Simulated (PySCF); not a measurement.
Excitations are Tamm–Dancoff values on a coarser integration grid. The basis has no diffuse functions, so Rydberg states are missing or too high.

Cartesian coordinates (Å):
```xyz
8

C     -0.9961     0.0728    -0.2343
C     -0.4082    -0.3215     0.8845
C      0.9961    -0.0722     0.2346
C      0.4082     0.3209    -0.8847
H     -2.0183     0.1787    -0.5622
H     -0.7532    -0.6696     1.8455
H      2.0183    -0.1776     0.5626
H      0.7533     0.6685    -1.8459
```
Charge 0, multiplicity 1.

Question: What HOMO–LUMO gap, HOMO and S1–T1 gap (TDA) does PBE-D3(BJ)/def2-TZVP // CAM-B3LYP-D3(BJ)/def2-TZVP (PySCF) give?

Answer: 
The HOMO–LUMO gap comes out as 1.98 eV. The HOMO is -4.58 eV. The S1–T1 gap (TDA) comes out as 1.64 eV.
